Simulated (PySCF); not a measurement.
**WN⁻: one state, many levels of theory**

State: ³Σ⁻ (triplet), unpaired electrons δ ↑↑. Set-up: basis W def2-TZVPPD with ECP60, N def2-TZVPPD; scalar-relativistic core potentials; PySCF 2.14. De refers to W⁻ (5d5 6s2) + N in their high-spin ground configurations, without counterpoise correction. The functionals are run spin-unrestricted. A positive dipole points towards N; it is taken about the centre of mass and depends on that origin. Levels whose curve was spin-contaminated or gave no clean fit are not listed.

```tsv
Level	Re (Å)	ωe (cm⁻¹)	De (eV)	μ (D)	CPU s a point (SCF and correlation, without the integrals)
ROHF	1.638	1211	n/a	-2.35	1.5
ROHF-MP2	1.705	1012	n/a	n/a	3
ROHF-SCS-MP2	1.700	1028	n/a	n/a	n/a
ROHF-CCSD	1.672	1113	n/a	n/a	n/a
ROHF-CCSD(T)	1.690	1058	n/a	n/a	210
LDA	1.670	1110	n/a	-2.35	1.5
PBE	1.682	1078	n/a	-2.10	2.3
revPBE	1.686	1069	n/a	-1.96	1.2
PW91	1.682	1078	n/a	-2.15	1.6
M06-L	1.670	1083	n/a	-1.97	2.9
B3LYP	1.675	1098	n/a	-2.46	3.6
PBE0	1.664	1121	n/a	-2.07	4
ωB97X	1.656	1153	n/a	-2.53	4.6
```

What does a quarter of exact exchange do here, going from PBE to PBE0?

PBE0 less PBE: -1.8 pm in Re, +4.0 % in ωe. Exact exchange removes part of the self-interaction that spreads semilocal densities, and in most molecules shortens and stiffens the bond and lowers De; so it does here.

What does the gradient correction do here, going from LDA to PBE?

PBE less LDA: +1.2 pm in Re, -2.9 % in ωe. The gradient correction favours the more uneven density of free atoms, so it tends to lengthen bonds and takes away much of the overbinding of LDA; so it does here.

What does second-order correlation do here, going from ROHF to ROHF-MP2?

ROHF-MP2 less ROHF: +6.7 pm in Re, -16.4 % in ωe. Correlation nearly always deepens the well. The bond lengthens, as in strong covalent bonds, where excitations into antibonding orbitals dominate.

Correlated steps freeze 1 core orbital. De is left out where the level can put another filling of the metal’s s and d shells below the measured ground configuration, by anything from nothing to about 1 eV. Spin–orbit coupling is left out, which matters for elements this heavy, above all for dissociation energies. The highest Kohn–Sham level is positive in this anion. Much of that is self-interaction error, but it also means that the finite basis helps to hold the extra electron. The CCSD T1 diagnostic is raised, a sign that a single reference may not be enough here. UHF is strongly spin-contaminated for WN⁻, so the ROHF reference used there is far from stable. The state is the lowest single determinant that the PBE0 search found; with open d or f shells the true ground state can be another one.

The whole job (state search and all levels along the bond) took about 20 min on 2 threads of Arm Neoverse V1 (shared host), peak memory 4.4 GiB.
